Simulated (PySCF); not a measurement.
# Working out the excitation energy of Ne²⁺

Ne²⁺ [He] 2s2 2p4 (3P) → Ne²⁺ [He] 2s1 2p4 3d1 (high-spin determinant). All numbers are calculated (PySCF 2.14, no relativity, point nucleus, in aug-cc-pwCVDZ). Frozen: 1s2. Energies in hartree (1 hartree = 27.21139 eV):

```json
{"part": "UHF", "Ne²⁺ (lower)": "-126.322715", "Ne²⁺ (upper)": "-123.271016"}
{"part": "CCSD correlation", "Ne²⁺ (lower)": "-0.120979", "Ne²⁺ (upper)": "-0.099929"}
{"part": "(T)", "Ne²⁺ (lower)": "-0.000930", "Ne²⁺ (upper)": "-0.005761"}
```

Task: What does Hartree-Fock give?

Result: (-123.271016) − (-126.322715) = 3.051699 hartree = 83.041 eV.

Task: What do CCSD and CCSD(T) give?

Result: The CCSD correlation energies differ by 0.021050 hartree = 0.573 eV and the triples by -0.004831 hartree = -0.131 eV, so CCSD gives 83.614 eV and CCSD(T) 83.483 eV.

One determinant mixes LS terms, so it does not stand for a single term.

The upper state lies above the first ionisation limit, where it may autoionise and the basis confines it. A Rydberg-like electron needs more diffuse functions than a valence basis has.

A double-zeta basis recovers only part of the correlation energy.

The coupled-cluster amplitudes are large, so a single reference is strained.
